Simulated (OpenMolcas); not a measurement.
# Ni⁷⁺: effect of the active space

```json
{
  "Program": "OpenMolcas",
  "Method": "CASSCF",
  "Basis": "ANO-RCC-VDZP",
  "Scalar Hamiltonian": "DKH2, point nucleus",
  "Spin-orbit coupling": "state interaction with AMFI integrals over the reference wave functions, term energies averaged over their components"
}
```

A. 3 electrons in 5 orbitals (3d); 2S+1 = 4 even, 10 roots; 2S+1 = 2 even, 40 roots; cost about 7 core-seconds
B. 3 electrons in 10 orbitals (3d 4d); 2S+1 = 4 even, 10 roots; 2S+1 = 2 even, 9 roots; cost of the order of 13 core-seconds

Energies in eV above 3d3 4F 3/2, the measured ground level; measured values from Corliss and Sugar, J. Phys. Chem. Ref. Data 10, 197 (1981).

```csv
Level,A,B,Measured
3d3 4F 3/2,0.0000,0.0000,0.0000
3d3 4F 5/2,0.1184,0.1105,0.1255
3d3 4F 7/2,0.2758,0.2620,0.2708
3d3 4F 9/2,0.4654,0.4511,0.4613
3d3 4P 1/2,3.4684,3.4652,2.8840
3d3 4P 3/2,3.4999,3.5320,2.9397
3d3 2G 7/2,3.5977,3.5723,
```

Deviations, from unrounded energies. A percentage is the sum of absolute deviations over the sum of measured energies, with the sign that they share, or ± where signs differ.

```tsv
Against measurement	Levels	A	B
mean absolute deviation (cm-1)	5	1900	1900
fine structure of the ground term (%)	3	±1.9	-4.0
other terms of the ground configuration (%)	2	+19.7	+20.2
```

A, B lie about equally close to measurement. The largest miss of A in the table is 3d3 4P 1/2, by +4700 cm-1. The ranking rests on the paired levels alone, and a cruder setting can come out closer through cancelling errors.

The spin-orbit steps hold different terms of 3d3 (B lacks 2D, 2F, 2H, 2P), which shifts levels as well.

Between A and B the level of the table that moves most is 3d3 4P 3/2, by 260 cm-1 (lowest in A, highest in B).

Without dynamic correlation excited terms often stand tens of per cent too high (terms of higher spin than the ground term too low), and those without a measured partner can miss by more than the paired ones. The basis is small and was not contracted for so high a charge. Active for correlation alone: 4d; no level in the range computed is led by a configuration that fills it, so any true level of that kind is missing (holds for B). Measured partners are found by configuration, term and J. A level has none where our copy of the source lacks it or the pairing is in doubt (some pairs that miss far off the trend of their configuration count as doubtful), and it then counts in no deviation. Only configurations of the active space appear. The table leaves out levels that lie high or whose names do not pair safely across all columns.
